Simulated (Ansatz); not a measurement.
`C[Si]Cl` + `[SiH3]N[SiH3]` → `[SiH3]N([SiH3])[Si]Cl` + CH₄ at 700 K and 1 bar (ligand exchange at the Si–C bond).

Computed with Ansatz on PBE0-D4/def2-TZVP structures; ΔE is electronic, products minus reactants. CCSD(T)/CBS adds triple-zeta CCSD(T) − MP2 to the extrapolated MP2 energy (def2 sets, frozen cores). This one scheme is used for every species. Each species was taken in one conformer, which may not be the lowest.

| species | CCSD(T)/CBS energy (Eh) | H − E (kJ/mol) | S (J/(mol·K)) |
| --- | --- | --- | --- |
| `C[Si]Cl` | -788.72093 | 144.7 | 366.5 |
| `[SiH3]N[SiH3]` | -637.10515 | 245.6 | 444.2 |
| `[SiH3]N([SiH3])[Si]Cl` | -1385.41346 | 246.6 | 519.1 |
| CH₄ | -40.46206 | 145.9 | 224.0 |

H − E and S are ideal-gas, rigid-rotor, harmonic terms from PBE0-D4/def2-TZVP, for one conformer and one mirror image of each species. 1 Eh = 2625.50 kJ/mol, R = 8.31446 J/(mol·K).

**Question.** By hand: ΔE, ΔH, ΔS and ΔG.

**Answer.** ΔE = (-1385.41346) + (-40.46206) − (-788.72093) − (-637.10515) = -0.04944 Eh = -129.8 kJ/mol. Δ(H − E) = 246.6 + 145.9 − 144.7 − 245.6 = 2.2, so ΔH = -127.6 kJ/mol. ΔS = 519.1 + 224.0 − 366.5 − 444.2 = -67.6 J/(mol·K). ΔG = -127.6 − 700 × (-67.6)/1000 = -80.3 kJ/mol.

**Question.** By hand: the equilibrium constant, and the temperature at which ΔG would vanish if ΔH and ΔS stayed fixed.

**Answer.** log₁₀ K = −ΔG/(RT ln 10) = 6.0. ΔG = 0 at ΔH/ΔS = 1888 K.

TΔS isn't small against ΔH here. A doubt of 5 kJ/mol in ΔE shifts log₁₀ K by 0.4 here. Other conformers and mirror images would add mixing entropy, several J/(mol·K) or more a flexible species. Modes under 60 cm⁻¹, often nearly free rotors, make the harmonic entropy too high. These are equilibria of isolated gas molecules and say nothing of rates. Largest T1 diagnostic: 0.013 (customary marks: 0.02 for closed shells, 0.045 for open ones).
